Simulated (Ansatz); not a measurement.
`C#C[Si](Cl)(C#C)C#C`, 11 atoms. The species carries charge 0 and has multiplicity 1. All runs use 4 threads of an Arm Neoverse V2 on a shared host. Correlated methods freeze the cores.

Task: How many basis functions does each run have, and how long does it take in Ansatz? RHF-CCSD(T)/def2-SVP energy; RKS r2SCANh-D4/def2-TZVPP energy; RKS ωB97M-V/def2-TZVPP energy and forces; RHF-CCSD(T)/def2-TZVPP energy; RKS PBE0-D4/def2-TZVP relaxation (5 steps); RKS PBE0-D4/def2-SVP energy; RHF-MP2/def2-QZVPP energy; RKS B2PLYP (frozen core)/def2-TZVPP energy; RKS PBE-D4/def2-TZVPP energy and forces; RKS ωB97M-V/def2-QZVPP energy; RKS ωB97M-V/def2-SVP energy; direct RPA on PBE orbitals/def2-TZVPP energy. (An estimate is asked.)

Result: The calculation gave: Other jobs shared the machine, so times are rough.

```tsv
level	job	functions	wall time	peak host memory (GiB)
RKS PBE0-D4/def2-SVP	energy	135	1.4 s	0.58
RKS PBE-D4/def2-TZVPP	energy and forces	312	3.2 s	0.51
RKS ωB97M-V/def2-SVP	energy	135	5.5 s	0.58
RKS B2PLYP (frozen core)/def2-TZVPP	energy	312	8 s	1
direct RPA on PBE orbitals/def2-TZVPP	energy	312	8 s	0.9
RKS r2SCANh-D4/def2-TZVPP	energy	312	8.5 s	1.1
RHF-CCSD(T)/def2-SVP	energy	135	13 s	0.91
RKS ωB97M-V/def2-TZVPP	energy and forces	312	15 s	1.5
RKS ωB97M-V/def2-QZVPP	energy	572	25 s	3.2
RHF-MP2/def2-QZVPP	energy	572	31 s	4.2
RKS PBE0-D4/def2-TZVP	relaxation (5 steps)	278	34 s	1
RHF-CCSD(T)/def2-TZVPP	energy	312	17 min	4.7
```
